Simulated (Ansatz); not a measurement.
Basis-set extrapolation for C2H4BNS (`C=C1SB1N`) (PBE0-D4/def2-TZVP geometry, frozen core, Ansatz). Multiplicity 1, RHF reference.

```csv
,def2-TZVPP,def2-QZVPP
HF,-554.815084,-554.833009
MP2 correlation,-0.793689,-0.850238
CCSD(T) correlation,-0.867378,not run
```

Energies in hartree. Use E(X) = E(∞) + A·exp(−7.88·√X) for Hartree–Fock and E(X) = E(∞) + B·X^(−2.97) for correlation, with X = 3 and 4, and add CCSD(T) minus MP2 of the smaller set to the MP2 limit.

Task: What is the CCSD(T) energy at the basis-set limit?

Result: HF limit: -554.833009 + (-0.017925) × 0.13774 = -554.83548. MP2 limit: -0.850238 + (-0.056549) × 0.74074 = -0.89213. Higher-order term: -0.867378 − (-0.793689) = -0.07369. Total: -555.80130 hartree, 312.0 kJ/mol below CCSD(T)/def2-TZVPP.
